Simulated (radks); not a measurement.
Neutral terbium inside a hard spherical wall (all orbitals vanish at R), configuration held at [Xe] 4f9 6s2 and not refilled when levels cross. Calculated with a radial shooting solver on a logarithmic mesh with Libxc functionals: scalar-relativistic Kohn-Sham, r2SCAN, spin-polarised, spherical densities, finite nucleus; open shells are filled with parallel spins first (spin-orbit coupling, left out, can overturn this in heavy ions); meta-GGA in the generalised Kohn-Sham scheme; Fermi nuclear charge, rms radius 5.06 fm. Eigenvalues in eV for spin up, with the zero of energy where the potential of the charges vanishes at infinity; a dash marks a level that is unbound or too diffuse for the functional's potential to be trusted. A positive occupied level is held by the wall or, in an anion where self-interaction has pushed it up, behind a barrier. The pressure on the wall is -dE/dV.

R (bohr)  E (hartree)  kinetic (hartree)    e(5s)    e(5p)   e(4f)   e(6s)  e(5d, empty)  e(6p, empty)  pressure (GPa)
20        -11709.4290          12601.616  -50.159  -26.613  -4.903  -3.897        -1.372        -1.087        < 0.0001
15        -11709.4290          12601.616  -50.154  -26.609  -4.899  -3.895        -1.369        -1.082        0.000205
12        -11709.4286          12601.620  -50.117  -26.572  -4.861  -3.869        -1.337        -1.022         0.00640
10        -11709.4261          12601.641  -49.968  -26.425  -4.713  -3.757        -1.204        -0.788          0.0642
5         -11709.1162          12602.911  -45.840  -22.474  -0.528   2.119         3.110         8.709            29.2
2.5       -11701.2767          12631.060  -19.908    5.198  30.107  86.921        42.107        112.31            5540
2         -11687.6669          12674.905   10.779   41.433  61.035  194.37        90.197        230.76           27300
1.5       -11637.6096          12824.671   113.56   160.74  135.92  500.79        234.30        554.85          201000
